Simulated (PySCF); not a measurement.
**How methods differ on the ionisation energy of Al⁺**

Al⁺ [Ne] 3s2 (1S) → Al²⁺ [Ne] 3s1 (2S), as a difference of total energies. Computed with PySCF 2.14 in aug-cc-pCVTZ-DK with one added diffuse shell each of s, p, d, f type (9s8p6d4f, 91 functions), with scalar relativity by spin-free X2C-1e. Correlated levels: valence and next inner shell: 1s2 frozen. The calculations carry no spin-orbit coupling.

| method | ionisation energy (eV) | error (eV) |
| --- | --- | --- |
| UHF | 17.551 | -1.278 |
| MP2 (valence and next inner shell) | 18.505 | -0.324 |
| SCS-MP2 (valence and next inner shell) | 18.614 | -0.215 |
| CCSD (valence and next inner shell) | 18.717 | -0.112 |
| CCSD(T) (valence and next inner shell) | 18.754 | -0.075 |

Reference: 18.829 eV (measured; NIST Atomic Spectra Database, ionization energies).

Errors of the correlated levels include the incompleteness of this basis and the frozen core.
